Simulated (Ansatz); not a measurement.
Reactions of `O=CC(O)[SiH2]O`.

Computed with Ansatz on PBE0-D4/def2-TZVP structures; ΔE is electronic, products minus reactants. CCSD(T)/CBS adds triple-zeta CCSD(T) − MP2 to the extrapolated MP2 energy (def2 sets, frozen cores). This one scheme is used for every species, atoms too. Functionals use def2-TZVPP. Open shells (•) are unrestricted, without spin–orbit coupling. Spin–orbit coupling would lower the free atoms: a little for C, O, Si. One conformer a species, not always the lowest.

```csv
reaction,CCSD(T)/CBS(def2) (kcal/mol)
`O=CC(O)[SiH2]O` + `O[SiH2]S` → `O=CS[SiH2]O` + `OC[SiH2]O`,2.7
`O=CC(O)[SiH2]O` + H–F → `O=CC(O)F` + silanol,15.0
`O=CC(O)[SiH2]O` + H₂ → `O=CC[SiH2]O` + H₂O,-28.0
`O=CC(O)[SiH2]O` → `CO[SiH](O)C=O`,?
`O=CC(O)[SiH2]O` + `[CH3][AlH][OH]` → `[CH3][AlH][O][SiH2]O` + `O=CCO`,?
`O=CC(O)[SiH2]O` → `O=C([SiH3])OCO`,26.5
`O=CC(O)[SiH2]O` → 2 C• + 6 H• + 3 O• + Si•,1125.5
```

(1) Fill in the missing values. (Best estimate.)

Largest T1 diagnostic: 0.016, for `O=CS[SiH2]O`.

Answers

(1) Computed: `O=CC(O)[SiH2]O` → `CO[SiH](O)C=O`: -22.5 kcal/mol; `O=CC(O)[SiH2]O` + `[CH3][AlH][OH]` → `[CH3][AlH][O][SiH2]O` + `O=CCO`: -32.0 kcal/mol.
